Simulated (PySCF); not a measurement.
Field gradients from PBE0/pcSseg-1 densities (PySCF, non-relativistic) at GFN2-xTB geometries, isolated species, one conformer each; χzz is the principal value of largest magnitude, with Q(14N) = 0.02044 b, Q(17O) = −0.0256 b. Where η is near 1, a small change in the tensor can flip the sign of χzz. GFN2-xTB bond lengths can be off by several hundredths of an ångström, more for odd bonds, and the gradients follow them. A larger basis could move these couplings by a tenth or more.

Question: Rank these 14N sites by the size of the quadrupole coupling, smallest first.
A. N4 (hydrazine nitrogen) in `[CH3:1][SiH:2]([CH3:3])[N:4]([NH2:5])[CH:6]1[CH2:7][CH2:8]1`
B. N2 (hydrazine nitrogen) in `[CH3:1][N:2]([SiH3:3])[N:4]1[CH2:5][CH2:6][CH2:7][CH2:8]1`
C. N4 (pyrrole-type nitrogen) in `[CH2:1]=[CH:2][CH2:3][n:4]1[n:5][cH:6][c:7]([CH3:8])[c:9]1[CH3:10]`
D. The amide nitrogen of `C=CO/C=C/NC(C)=O`
E. N3 (C=N nitrogen) in `[CH3:1]/[CH:2]=[N:3]\[N:4]([SiH3:5])[CH2:6][CH2:7][CH3:8]`
F. N4 (C=N nitrogen) in `[CH2:1]=[CH:2]/[CH:3]=[N:4]\[N:5]=[C:6](/[CH:7]=[CH2:8])[CH2:9][CH3:10]`

Answer: C (3.553 MHz), D (4.464 MHz), F (5.111 MHz), E (6.115 MHz), A (6.384 MHz), B (6.699 MHz).

Question: Rank these 17O sites by the size of the quadrupole coupling, smallest first.
A. O9 (alcohol oxygen) in `[CH3:1][O:2][CH2:3]/[C:4]([C:5]#[N:6])=[CH:7]\[CH2:8][OH:9]`
B. The silyl ether oxygen of `CO[SiH](OC)C(Cl)(Cl)Cl`
C. The carbonyl oxygen of `C=CCC(=O)Cl`
D. O3 (ether oxygen) in `[CH2:1]=[CH:2][O:3]/[CH:4]=[CH:5]/[NH:6][C:7]([CH3:8])=[O:9]`
E. O5 (amide oxygen) in `[CH2:1]=[CH:2][NH:3][C:4](=[O:5])/[CH:6]=[CH:7]/[O:8][CH3:9]`

Answer: E (9.174 MHz), C (9.671 MHz), B (10.32 MHz), D (11.03 MHz), A (11.57 MHz).

All sites together:

| nucleus | site | Vzz (au) | η | χzz (MHz) |
| --- | --- | --- | --- | --- |
| 14N | N4 (C=N nitrogen) in [CH2:1]=[CH:2]/[CH:3]=[N:4]\[N:5]=[C:6](/[CH:7]=[CH2:8])[CH2:9][CH3:10] | -1.064 | 0.27 | -5.111 |
| 14N | N2 (hydrazine nitrogen) in [CH3:1][N:2]([SiH3:3])[N:4]1[CH2:5][CH2:6][CH2:7][CH2:8]1 | -1.395 | 0.49 | -6.699 |
| 14N | the amide nitrogen of C=CO/C=C/NC(C)=O | -0.930 | 0.09 | -4.464 |
| 14N | N4 (pyrrole-type nitrogen) in [CH2:1]=[CH:2][CH2:3][n:4]1[n:5][cH:6][c:7]([CH3:8])[c:9]1[CH3:10] | -0.740 | 0.33 | -3.553 |
| 14N | N3 (C=N nitrogen) in [CH3:1]/[CH:2]=[N:3]\[N:4]([SiH3:5])[CH2:6][CH2:7][CH3:8] | -1.273 | 0.11 | -6.115 |
| 14N | N4 (hydrazine nitrogen) in [CH3:1][SiH:2]([CH3:3])[N:4]([NH2:5])[CH:6]1[CH2:7][CH2:8]1 | -1.329 | 0.63 | -6.384 |
| 17O | the silyl ether oxygen of CO[SiH](OC)C(Cl)(Cl)Cl | 1.716 | 0.32 | -10.32 |
| 17O | O3 (ether oxygen) in [CH2:1]=[CH:2][O:3]/[CH:4]=[CH:5]/[NH:6][C:7]([CH3:8])=[O:9] | 1.835 | 0.48 | -11.03 |
| 17O | O9 (alcohol oxygen) in [CH3:1][O:2][CH2:3]/[C:4]([C:5]#[N:6])=[CH:7]\[CH2:8][OH:9] | -1.923 | 1.00 | 11.57 |
| 17O | the carbonyl oxygen of C=CCC(=O)Cl | -1.608 | 0.51 | 9.671 |
| 17O | O5 (amide oxygen) in [CH2:1]=[CH:2][NH:3][C:4](=[O:5])/[CH:6]=[CH:7]/[O:8][CH3:9] | -1.525 | 0.14 | 9.174 |
